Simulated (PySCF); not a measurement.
All values below come from CAM-B3LYP-D3(BJ)/def2-TZVP run with PySCF. All species are isolated molecules in the gas phase. One relaxed conformer stands for a flexible species; it need not be the lowest. Excitations are Tamm–Dancoff values on a coarser integration grid. The basis has no diffuse functions, so Rydberg states are missing or too high.

Reference species (SMILES): `CC(=C)C(B)=C` (neutral, multiplicity 1).

```
Property                  Value
----------------------  -------
S1 oscillator strength    0.078
T1 excitation (TDA)     3.03 eV
```

Changed species: `B/C=C/C(=C)C`.

Q: Predict the effect on the S1 oscillator strength and T1 excitation (TDA).

A: the S1 oscillator strength rises by 0.771, to 0.849; the T1 excitation (TDA) falls by 0.18 eV, to 2.85 eV.
